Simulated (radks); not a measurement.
Results of a calculation; reference values are marked as such.
Isoelectronic series with 48 electrons, all held in the configuration [Kr] 4d10 5s2, which need not be the ground one along the series. Level of theory: Dirac Kohn-Sham, LDA (Slater exchange, Perdew-Wang correlation), spin-unpolarised, spherical densities, finite nucleus; Fermi nuclear charge, rms radius of each element as measured or else 0.836 A^(1/3) + 0.57 fm (a radial shooting solver on a logarithmic mesh with Libxc functionals). Total energies (hartree) and mean radii <r> (bohr):

ion    E (hartree)  5s1/2   4d5/2   4d3/2
Cd     -5590.86415  2.867   1.301   1.280
In+    -5877.67527  2.465   1.188   1.171
Sn2+   -6172.71635  2.205   1.099   1.085
Sb3+   -6476.00507  2.013   1.027   1.014
Te4+   -6787.56491  1.862  0.9657  0.9542
I5+    -7107.43664  1.737  0.9132  0.9026
Xe6+   -7435.65254  1.632  0.8674  0.8573
Cs7+    -7772.2600  1.542  0.8267  0.8171
Ba8+    -8117.3024  1.463  0.7903  0.7811
La9+    -8470.8335  1.392  0.7574  0.7485
Ce10+   -8832.9037  1.329  0.7275  0.7189
Pr11+   -9203.5706  1.273  0.7001  0.6917
